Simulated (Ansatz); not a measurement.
`BCCl` + `C#C[SiH2]O` → `BO[SiH2]C#C` + `CCl` at 500 K and 1 bar (ligand exchange at a B–C bond).

Computed with Ansatz on PBE0-D4/def2-TZVP structures; ΔE is electronic, products minus reactants. CBS: MP2 limit from def2 TZ/QZ plus the TZ coupled-cluster correction, frozen cores. This one scheme is used for every species. One conformer a species, not always the lowest.

| species | CCSD(T)/CBS energy (Eh) | H − E (kJ/mol) | S (J/(mol·K)) |
| --- | --- | --- | --- |
| `BCCl` | -525.00385 | 155.1 | 319.5 |
| `C#C[SiH2]O` | -442.75166 | 170.6 | 362.2 |
| `BO[SiH2]C#C` | -468.17507 | 210.4 | 408.7 |
| `CCl` | -499.63220 | 119.3 | 258.4 |

H − E and S are ideal-gas, rigid-rotor, harmonic terms from PBE0-D4/def2-TZVP, for one conformer and one mirror image of each species. 1 Eh = 2625.50 kJ/mol, R = 8.31446 J/(mol·K).

Task: By hand: ΔE, ΔH, ΔS and ΔG.

Result: ΔE = (-468.17507) + (-499.63220) − (-525.00385) − (-442.75166) = -0.05176 Eh = -135.9 kJ/mol. Δ(H − E) = 210.4 + 119.3 − 155.1 − 170.6 = 4.0, so ΔH = -131.9 kJ/mol. ΔS = 408.7 + 258.4 − 319.5 − 362.2 = -14.6 J/(mol·K). ΔG = -131.9 − 500 × (-14.6)/1000 = -124.6 kJ/mol.

Task: By hand: the equilibrium constant, and the temperature at which ΔG would vanish if ΔH and ΔS stayed fixed.

Result: log₁₀ K = −ΔG/(RT ln 10) = 13.0. ΔG = 0 at ΔH/ΔS = 9034 K, far beyond where these terms or the molecules hold.

The number of gas molecules stays the same, so ΔS is small and ΔH decides. A doubt of 5 kJ/mol in ΔE shifts log₁₀ K by 0.5 here. Other conformers and mirror images would add mixing entropy, several J/(mol·K) or more a flexible species. Modes under 60 cm⁻¹, often nearly free rotors, make the harmonic entropy too high. These are equilibria of isolated gas molecules and say nothing of rates. Largest T1 diagnostic: 0.014 (customary marks: 0.02 for closed shells, 0.045 for open ones).
